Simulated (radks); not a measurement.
Charge is removed step by step from the 5s level of the lutetium ion Lu3+, starting from [Xe] 4f14. Calculated with a radial shooting solver on a logarithmic mesh with Libxc functionals: scalar-relativistic Kohn-Sham, PBEsol, spin-unpolarised, spherical densities, finite nucleus; Fermi nuclear charge, rms radius 5.37 fm.

\begin{tabular}{lrrr}
removed (e) & E - E(0) (eV) & eigenvalue (eV) & E minus straight line (eV) \\ \hline
0 & 0.000 & -87.748 & 0.000 \\
0.125 & 11.091 & -89.822 & -0.921 \\
0.25 & 22.441 & -91.909 & -1.581 \\
0.375 & 34.054 & -94.008 & -1.980 \\
0.5 & 45.929 & -96.119 & -2.116 \\
0.625 & 58.069 & -98.242 & -1.988 \\
0.75 & 70.475 & -100.38 & -1.593 \\
0.875 & 83.148 & -102.52 & -0.931 \\
1 & 96.091 & -104.68 & 0.000 \\
\end{tabular}

Removing the whole electron costs 96.091 eV by Delta-SCF, against 87.748 eV from minus the eigenvalue at the starting occupation. Slater's transition state (half an electron removed) gives 96.119 eV. Integrating minus the eigenvalue over the occupation (Janak's theorem) gives 96.151 eV. In this scalar-relativistic scheme the density is built from large components alone, so the theorem holds only approximately. The mean slope of the eigenvalue, de/dn, is 16.9 eV per electron.
